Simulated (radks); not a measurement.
Effect of the nuclear size on the oxygen ion O2+, [He] 2s2 2p2. Method: Dirac Kohn-Sham, exchange-only LDA, spin-unpolarised, spherical densities, finite nucleus; open shells fill j = l - 1/2 first; Fermi nuclear charge, rms radius 2.6991 fm; computed with a radial shooting solver on a logarithmic mesh with Libxc functionals. The rms radius is varied about that value; shifts are against it.

rms radius (fm)  total energy shift (eV)  density at nucleus (e/bohr^3)  1s1/2 shift (meV)
2.3752                        -0.0000860                          320.7             -0.033
2.5156                        -0.0000500                          320.6             -0.019
2.6991                                 0                          320.5              0.000
2.8691                         0.0000494                          320.4              0.019
3.2632                          0.000175                          320.2              0.068

Slopes of the eigenvalues against <r^2> in GHz/fm^2, as finite differences over the two radii next to the reference (eigenvalue slopes, not the field-shift constants of lines): 1s1/2 4.88.
